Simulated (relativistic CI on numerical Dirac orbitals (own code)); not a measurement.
## One change at a time: Pm XIV

Base calculation: Dirac-Coulomb-Breit CI, orbitals from a KLI potential per configuration, QED by a radiative potential, unscaled Slater integrals.

CI space (outside the closed core [Kr]): 4d10.5s2, 4d10.5s.4f, 4d10.5s.5p, 4d10.5s.5d, 4d10.4f.5d, 4d10.5s.5f, 4d10.5p.5d, 4d9.5s2.4f, 4d10.5s.5g, 4d10.4f2, 4d9.4f3, 4d10.4f.5p, 4d9.4f2.5p, 4d10.5p2, 4d9.4f.5p2. Double excitations out of closed p, d and f shells are left out; levels of such configurations are missing from the list, as are those of other unlisted configurations, and high levels can miss mixing partners.

The lowest level and the first level of each name with at least 55 % of one term (blank where a level has no safe partner in the second run):

```
           Level  Base (cm⁻¹)  Shift (cm⁻¹)
   4d10.5s2 1S_0          0.0           0.0
4d10.5s.4f 3F°_2      13331.6     -105242.4
4d10.5s.4f 3F°_3      14839.5     -106750.3
4d10.5s.4f 3F°_4      18393.8     -110304.6
4d10.5s.4f 1F°_3      24989.6     -110090.7
   4d10.4f2 3H_4      72884.3     -206863.2
   4d10.4f2 3H_5      76729.6     -210708.5
   4d10.4f2 3H_6      80686.6     -214665.5
   4d10.4f2 3F_2      82637.7     -208204.7
   4d10.4f2 3F_3      85115.9     -210682.9
   4d10.4f2 1D_2     106463.4     -210669.3
   4d10.4f2 1I_6     113013.8     -210760.3
   4d10.4f2 3P_0     114457.6     -209215.3
   4d10.4f2 3P_1     115582.2     -210339.9
```

At this charge transitions that keep the count of f electrons are usually good to a few per cent. Terms inside the open d or f shell come out 10 to 20 % too wide with unscaled integrals. Levels and lines within the n = 5 or 6 shells can be off by up to 10 % or somewhat more, and those that change n by about 2 %, since core polarisation is missing. Levels that differ in their count of f electrons can be misplaced by several ten thousand cm⁻¹, since the correlation energy of f electrons is missing or only estimated; rates across such gaps can be off by orders of magnitude.

(1) One thing was changed in a second run, which moved the levels as shown. Which?
A. non-relativistic limit
B. Breit term removed
C. configuration mixing switched off
D. QED terms removed
E. one mean potential for all configurations

Answers

(1) A. Non-relativistic limit. Without relativity the fine structure collapses and s electrons lose their extra binding.

LS names give the leading component of a level, which can be under half, so a name can repeat, a term be missing and a line seem to break the LS rules.
